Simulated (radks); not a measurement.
Neutral boron inside a hard spherical wall (all orbitals vanish at R), configuration held at [He] 2s2 2p1 and not refilled when levels cross. Calculated with a radial shooting solver on a logarithmic mesh with Libxc functionals: non-relativistic Kohn-Sham, PBEsol, spin-unpolarised, spherical densities, point nucleus. Eigenvalues in eV, with the zero of energy where the potential of the charges vanishes at infinity; a dash marks a level that is unbound or too diffuse for the functional's potential to be trusted. A positive occupied level is held by the wall or, in an anion where self-interaction has pushed it up, behind a barrier. The pressure on the wall is -dE/dV.

R (bohr),E (hartree),kinetic (hartree),e(1s),e(2s),e(2p),"e(3s, empty)","e(3p, empty)",pressure (GPa)
free,-24.46221,24.346,-179.50,-9.357,-3.557,-,-,0
15,-24.46221,24.346,-179.50,-9.357,-3.557,0.015,0.752,< 0.0001
12,-24.46219,24.346,-179.49,-9.354,-3.554,0.306,1.297,0.000281
8,-24.46109,24.354,-179.36,-9.266,-3.448,2.180,3.953,0.0442
7,-24.45883,24.369,-179.16,-9.146,-3.296,3.655,5.751,0.183
6,-24.45138,24.411,-178.68,-8.852,-2.920,6.405,8.831,0.845
5,-24.42480,24.544,-177.46,-8.079,-1.953,11.984,14.563,4.49
4,-24.32188,24.964,-174.31,-5.880,0.646,24.623,26.510,28.0
3,-23.88154,26.340,-166.38,1.206,8.158,58.045,55.568,225
2,-21.55514,31.792,-145.62,31.654,34.653,174.03,147.38,3040
1.5,-16.79203,41.129,-122.14,89.637,76.257,357.96,283.91,17000
